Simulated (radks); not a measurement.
Q: Mg II, 11 electrons, occupied as [Ne] 3s1. Method: scalar-relativistic Kohn-Sham, PBE, spin-unpolarised, spherical densities, finite nucleus; Fermi nuclear charge, rms radius 3.057 fm; computed with a radial shooting solver on a logarithmic mesh with Libxc functionals. Some entries of the table are withheld. Estimate them.

orbital,occ.,eigenvalue (eV),<1/r> (bohr^-1)
1s,2,-1268.870,(1)
2s,2,(2),2.102
2p,6,-55.6760,(3)
3s,1,(4),(5)

A: 
(1) 1s <1/r> (bohr^-1): 11.63
(2) 2s eigenvalue (eV): -88.9150
(3) 2p <1/r> (bohr^-1): 1.958
(4) 3s eigenvalue (eV): -11.3780
(5) 3s <1/r> (bohr^-1): 0.4775
